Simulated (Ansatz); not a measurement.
`FC(F)[O][GeH3]` → C• + 2 F• + Ge• + 4 H• + O•  (atomization)

Gas-phase electronic energies from Ansatz, PBE0-D4/def2-TZVP geometries. CCSD(T)/CBS is the MP2 limit (def2-TZVPP, def2-QZVPP) plus CCSD(T) − MP2 in def2-TZVPP, frozen cores. This one scheme is used for every species, atoms too. For atomizations the MP2-based limit and the directly extrapolated one differ by several kJ/mol either way, and by 10 to 25 for some Ge, Se and Sn compounds, so smaller differences from it don't rank the levels. DFT in def2-TZVPP. B3LYP here is the variant with VWN-RPA as its local correlation; programs differ in this. HSE06 is defined as in plane-wave codes. No spin–orbit coupling; open shells (•) take unrestricted orbitals. Spin–orbit coupling would lower the free atoms: a little for C, F, O; clearly for Ge. For Ge outer-core shells are correlated without core-valence functions, so the limit isn't a true one: a few kJ/mol of doubt a bond, and 10 to 20 or more in all where bonds break to atoms. Scalar relativity is left out up to krypton. Each species was taken in one conformer, which may not be the lowest.

Question: What is ΔE at CCSD(T)/CBS? (Best estimate.)

Answer: Computed: +32.24 eV.

Question: What do these levels give: LDA (SPW92), PBE-D4, revPBE-D4, r2SCAN-D4, B97M-V, B3LYP-D4, HSE06-D4, revPBE, B3LYP, HSE06, BHLYP, CCSD(T)/def2-TZVPP? (Estimate.)

Answer: The calculation gave: LDA (SPW92) 38.05, PBE-D4 32.88, revPBE-D4 31.78, r2SCAN-D4 32.29, B97M-V 32.30, B3LYP-D4 31.89, HSE06-D4 31.96, revPBE 31.27, B3LYP 31.64, HSE06 31.83, BHLYP 30.41, CCSD(T)/def2-TZVPP 31.46 eV.

Largest T1 diagnostic among the species: 0.012.

From r2SCAN to r2SCAN0 (25 % exact exchange), in def2-TZVPP and without D4, ΔE moves by −0.86 eV: exact exchange takes away binding that semilocal exchange gives to molecules. At CCSD(T), def2-SVP lies −1.86 eV from the extrapolated value and def2-TZVPP −0.78 eV: correlation converges slowly with the basis, and small sets miss more of it in the bonded molecule than in its fragments. Leaving LDA and LC-ωPBE aside and taking each functional with its dispersion term where it has one, the values, not all of them listed here, spread over 2.28 eV, from BHLYP-D4 to PBE-D4. LDA lies +5.33 eV from PBE without D4, its usual overbinding.
